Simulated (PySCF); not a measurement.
Molecular orbitals of CdB

PBE at R = 2.436 Å; Cd def2-TZVPP with ECP28, B def2-TZVPP; scalar-relativistic core potentials (PySCF 2.14). State: ²Π (doublet), unpaired electrons π ↑. Only the outer orbitals are listed, counted within each symmetry, core potentials removing the inner ones.

```json
{"spin": "α", "orbital": "4σ", "occ.": "1", "ε (eV)": "-12.70", "on Cd (%)": "92", "main shells (%)": "92 Cd d"}
{"spin": "α", "orbital": "2π", "occ.": "1", "ε (eV)": "-12.42", "on Cd (%)": "100", "main shells (%)": "100 Cd d"}
{"spin": "α", "orbital": "2π", "occ.": "1", "ε (eV)": "-12.38", "on Cd (%)": "100", "main shells (%)": "100 Cd d"}
{"spin": "α", "orbital": "1δ", "occ.": "1", "ε (eV)": "-12.34", "on Cd (%)": "100", "main shells (%)": "100 Cd d"}
{"spin": "α", "orbital": "1δ", "occ.": "1", "ε (eV)": "-12.34", "on Cd (%)": "100", "main shells (%)": "100 Cd d"}
{"spin": "α", "orbital": "5σ", "occ.": "1", "ε (eV)": "-9.68", "on Cd (%)": "25", "main shells (%)": "74 B s, 14 Cd s"}
{"spin": "α", "orbital": "6σ", "occ.": "1", "ε (eV)": "-6.01", "on Cd (%)": "68", "main shells (%)": "67 Cd s, 17 B p, 15 B s"}
{"spin": "α", "orbital": "3π", "occ.": "1", "ε (eV)": "-3.94", "on Cd (%)": "11", "main shells (%)": "89 B p, 10 Cd p"}
{"spin": "α", "orbital": "3π", "occ.": "0", "ε (eV)": "-3.52", "on Cd (%)": "15", "main shells (%)": "85 B p, 14 Cd p"}
{"spin": "α", "orbital": "7σ", "occ.": "0", "ε (eV)": "-3.20", "on Cd (%)": "44", "main shells (%)": "54 B p, 28 Cd p, 16 Cd s"}
{"spin": "α", "orbital": "4π", "occ.": "0", "ε (eV)": "-0.95", "on Cd (%)": "92", "main shells (%)": "91 Cd p"}
{"spin": "β", "orbital": "4σ", "occ.": "1", "ε (eV)": "-12.65", "on Cd (%)": "94", "main shells (%)": "94 Cd d"}
{"spin": "β", "orbital": "2π", "occ.": "1", "ε (eV)": "-12.43", "on Cd (%)": "100", "main shells (%)": "100 Cd d"}
{"spin": "β", "orbital": "2π", "occ.": "1", "ε (eV)": "-12.36", "on Cd (%)": "100", "main shells (%)": "100 Cd d"}
{"spin": "β", "orbital": "1δ", "occ.": "1", "ε (eV)": "-12.33", "on Cd (%)": "100", "main shells (%)": "100 Cd d"}
{"spin": "β", "orbital": "1δ", "occ.": "1", "ε (eV)": "-12.33", "on Cd (%)": "100", "main shells (%)": "100 Cd d"}
{"spin": "β", "orbital": "5σ", "occ.": "1", "ε (eV)": "-8.97", "on Cd (%)": "30", "main shells (%)": "68 B s, 21 Cd s"}
{"spin": "β", "orbital": "6σ", "occ.": "1", "ε (eV)": "-5.77", "on Cd (%)": "66", "main shells (%)": "63 Cd s, 21 B s, 14 B p"}
{"spin": "β", "orbital": "3π", "occ.": "0", "ε (eV)": "-3.26", "on Cd (%)": "18", "main shells (%)": "82 B p, 17 Cd p"}
{"spin": "β", "orbital": "7σ", "occ.": "0", "ε (eV)": "-3.02", "on Cd (%)": "42", "main shells (%)": "55 B p, 30 Cd p, 12 Cd s"}
{"spin": "β", "orbital": "3π", "occ.": "0", "ε (eV)": "-2.39", "on Cd (%)": "35", "main shells (%)": "64 B p, 35 Cd p"}
```

Which are the highest filled and the lowest empty level, where do they sit, and how wide is the gap?

Highest filled α 3π at -3.94 eV (in %: 89 B p, 10 Cd p); lowest empty α 3π at -3.52 eV (in %: 85 B p, 14 Cd p); the gap at PBE is 0.42 eV. Both belong to one degenerate shell, split only by its one-sided filling, so this is no excitation gap.

* bond order (Mayer): 0.94
* ⟨S²⟩: 0.756
* charge on Cd (Mulliken, basis-dependent): 0.15
* charge on Cd (Löwdin, basis-dependent): 0.33
* dipole moment (positive dipole means Cd(−)B(+)): -1.85 D
* polarisability along the bond: 111.6 bohr³
* polarisability across the bond: 54.3 bohr³

Spin–orbit coupling is left out. The state is the lowest determinant that a PBE0 search found; another state may lie lower at other levels.
